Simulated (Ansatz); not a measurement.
Cost and result for the atomization energy of FH7N2SSi2 (`N[SiH2]S[SiH](N)F`) (13 atoms, 12 bonds).

```xyz
13

N    -2.924   -0.766   -0.898
Si   -1.624    0.157   -0.285
S     0.080   -1.081    0.213
Si    1.587    0.399    0.128
N     2.903   -0.172    1.020
F     0.943    1.761    0.687
H    -2.830   -1.265   -1.769
H    -3.527   -1.261   -0.261
H    -2.109    0.837    0.936
H    -1.178    1.123   -1.317
H     2.049    0.735   -1.234
H     3.836    0.178    0.879
H     2.793   -0.646    1.901
```

The species carries charge 0 and has multiplicity 1. The structure was optimised at the PBE0-D4/def2-TZVP level. It is one conformer, not always the lowest. Program: Ansatz. All runs use 2 threads of an AMD EPYC 7R13 on a shared host and a share of an NVIDIA H100 80 GB. Times are those of one run each, without the atoms' runs, and a repeat can differ threefold. Electronic energies, without spin–orbit coupling; frozen cores. CCSD(T)/CBS adds CCSD(T) − MP2 in def2-TZVPP to the MP2 limit, and its time is that of the two runs behind it. T1 = 0.011. B3LYP takes the VWN-RPA correlation (the form of Gaussian; ORCA's B3LYP/G). HSE06 is the plane-wave form, built on full-range PBE exchange.

CCSD(T)/CBS is a level of theory with its own doubt, some kJ/mol a heavy atom from the limit and from the frozen cores, so smaller differences don't rank the functionals.

```json
{"level": "r2SCANh-D4/def2-TZVPP", "functions": "317", "wall time": "1.9 s"}
{"level": "HSE06-D4/def2-TZVPP", "functions": "317", "wall time": "2 s"}
{"level": "PBE0-D4/def2-TZVPP", "functions": "317", "wall time": "2 s"}
{"level": "PBE-D4/def2-TZVPP (with forces)", "functions": "317", "wall time": "2.2 s"}
{"level": "CCSD(T)/def2-SVP", "functions": "131", "wall time": "2.3 s"}
{"level": "B3LYP-D4/def2-TZVPP (with forces)", "functions": "317", "wall time": "2.6 s"}
{"level": "CAM-B3LYP-D4/def2-TZVPP", "functions": "317", "wall time": "2.7 s"}
{"level": "B97M-V/def2-TZVPP", "functions": "317", "wall time": "2.9 s"}
{"level": "PBE-QIDH/def2-TZVPP", "functions": "317", "wall time": "3 s"}
{"level": "B2PLYP/def2-TZVPP", "functions": "317", "wall time": "3.2 s"}
{"level": "MP2/def2-QZVPP", "functions": "591", "wall time": "4.5 s"}
{"level": "CCSD(T)/def2-TZVPP", "functions": "317", "wall time": "7 s"}
{"level": "CCSD(T)/CBS(def2)", "functions": "–", "wall time": "11 s"}
```

Problem. What atomization energy does each give, and how far from CCSD(T)/CBS? (Best estimate.)

Solution. Computed: 
| level | atomization (kcal/mol) | difference from CCSD(T)/CBS | per bond |
| --- | --- | --- | --- |
| r2SCANh-D4/def2-TZVPP | 1079.4 | -13.4 | -1.1 |
| HSE06-D4/def2-TZVPP | 1081.2 | -11.6 | -1.0 |
| PBE0-D4/def2-TZVPP | 1080.5 | -12.3 | -1.0 |
| PBE-D4/def2-TZVPP (with forces) | 1098.7 | 5.9 | 0.5 |
| CCSD(T)/def2-SVP | 989.1 | -103.7 | -8.6 |
| B3LYP-D4/def2-TZVPP (with forces) | 1088.6 | -4.2 | -0.3 |
| CAM-B3LYP-D4/def2-TZVPP | 1094.3 | 1.5 | 0.1 |
| B97M-V/def2-TZVPP | 1093.0 | 0.2 | 0.0 |
| PBE-QIDH/def2-TZVPP | 1073.8 | -19.0 | -1.6 |
| B2PLYP/def2-TZVPP | 1074.5 | -18.3 | -1.5 |
| MP2/def2-QZVPP | 1094.3 | 1.5 | 0.1 |
| CCSD(T)/def2-TZVPP | 1054.1 | -38.7 | -3.2 |
| CCSD(T)/CBS(def2) | 1092.8 | 0.0 | 0.0 |

From BLYP to BHLYP (50 % exact exchange), in def2-TZVPP and without D4, the atomization energy moves by −19.5 kcal/mol: exact exchange takes away binding that semilocal exchange gives to molecules. At CCSD(T), def2-SVP lies −103.8 kcal/mol from the extrapolated value and def2-TZVPP −38.7 kcal/mol: correlation converges slowly with the basis, and small sets miss more of it in the bonded molecule than in its fragments. The D4 term adds +13.4 kcal/mol with B3LYP and +7.0 kcal/mol with PBE0; it sums over pairs of atoms, weighted by their polarisabilities, and B3LYP, whose exchange is more repulsive, gets the larger term.
